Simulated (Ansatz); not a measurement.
Species: sum formula H7Si2O3 (charge +1, singlet). It need not be the lowest isomer of its formula. 
Geometry from a B3LYP-D3(BJ)/def2-TZVP (Ansatz, an electronic-structure program) optimisation:
SMILES: O[Si](O)([OH2+])[SiH3]
```xyz
12

O      0.2161    -1.0251    -1.5257
Si    -0.2492    -0.2106    -0.2105
O     -1.8119    -0.3441     0.1764
O      0.2614    -1.5703     0.9322
Si     0.8948     1.7592     0.3613
H      0.4860    -0.6358    -2.3627
H     -2.4571     0.3690     0.1613
H     -0.4257    -1.9115     1.5319
H      0.7626    -2.3039     0.5336
H      2.3330     1.4547     0.2404
H      0.4893     2.0927     1.7397
H      0.4482     2.7699    -0.6178
```
Charge +1, spin multiplicity 1.

Parts of the frozen-core correlation energy in cc-pVTZ (Ansatz, hartree). Frozen orbitals: 13; correlated occupied orbitals by spin: 16 and 16; virtual: 227 and 227. No spin-orbit coupling. No relativistic terms.

| term | value |
|---|---|
| reference (HF) | -806.54423 |
| MP2 opposite-spin | -0.73571 |
| MP2 same-spin | -0.22773 |
| CCSD correlation | -1.00122 |
| (T) | -0.03428 |
| T1 diagnostic | 0.012 |
| largest doubles amplitude | 0.023 |
